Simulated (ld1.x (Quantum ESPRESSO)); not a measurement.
How hard is this nitrogen (N) PAW potential?

- Element: nitrogen
- Generator: ld1.x (Quantum ESPRESSO) 7.5
- Type: PAW
- Functional: PBEsol
- Relativity: scalar-relativistic
- Frozen core: [He]
- Valence charge: 5
- Reference configuration: 2s2 2p3
- Partial waves: 2s (bound): rcut 0.90, rcutus 1.20 bohr; 2s channel at -0.5 Ry: rcut 0.90, rcutus 1.20 bohr; 2p (bound): rcut 2.05, rcutus 2.45 bohr; 2p channel at 2.15 Ry: rcut 2.05, rcutus 2.45 bohr; 3d channel at 0.35 Ry: rcut 2.20, rcutus 2.65 bohr; 3d channel at 1.6 Ry: rcut 2.20, rcutus 2.65 bohr
- Local potential: all-electron potential smoothed inside 2.60 bohr (lloc = -2)
- Core correction: a·sin(br)/r model core, default radius (ld1.x builds one for every PAW set, though the input has nlcc=.false.)
- Augmentation charge: PSQ, radius 0.95 bohr

The pseudo-atom Hamiltonian at the reference potential is diagonalised in spherical Bessel functions j_l(qr) that vanish at 20 bohr, with q² up to the cutoff. All-electron valence levels (Ry): 2s -1.3565, 2p -0.5171.

Q: How do the lowest levels (Ry) of each channel move with the cutoff, and are there ghosts?

A:

```json
{"cutoff (Ry)": "8", "s #1": "-1.3193", "s #2": "-0.0084", "p #1": "-0.4951", "d #1": "0.0771", "d #2": "0.1818", "f #1": "0.1195", "f #2": "0.2586", "Σ f·Δε (mRy)": "140.8"}
{"cutoff (Ry)": "12", "s #1": "-1.3484", "s #2": "-0.0092", "p #1": "-0.5167", "d #1": "0.0771", "d #2": "0.1818", "f #1": "0.1195", "f #2": "0.2586", "Σ f·Δε (mRy)": "17.8"}
{"cutoff (Ry)": "18", "s #1": "-1.3551", "s #2": "-0.0094", "p #1": "-0.5171", "d #1": "0.0771", "d #2": "0.1818", "f #1": "0.1195", "f #2": "0.2586", "Σ f·Δε (mRy)": "3.3"}
{"cutoff (Ry)": "21", "s #1": "-1.3557", "s #2": "-0.0094", "p #1": "-0.5171", "d #1": "0.0771", "d #2": "0.1818", "f #1": "0.1195", "f #2": "0.2586", "Σ f·Δε (mRy)": "1.9"}
{"cutoff (Ry)": "30", "s #1": "-1.3562", "s #2": "-0.0094", "p #1": "-0.5172", "d #1": "0.0771", "d #2": "0.1818", "f #1": "0.1195", "f #2": "0.2586", "Σ f·Δε (mRy)": "0.7"}
{"cutoff (Ry)": "40", "s #1": "-1.3564", "s #2": "-0.0094", "p #1": "-0.5172", "d #1": "0.0771", "d #2": "0.1818", "f #1": "0.1195", "f #2": "0.2586", "Σ f·Δε (mRy)": "0.2"}
{"cutoff (Ry)": "400", "s #1": "-1.3565", "s #2": "-0.0094", "p #1": "-0.5172", "d #1": "0.0771", "d #2": "0.1818", "f #1": "0.1195", "f #2": "0.2586", "Σ f·Δε (mRy)": "0.0"}
```

Result: no extra level below or beside the all-electron valence levels (s, p, d, f tested); 10 mRy is reached at 15 Ry and 1 mRy at 30 Ry.
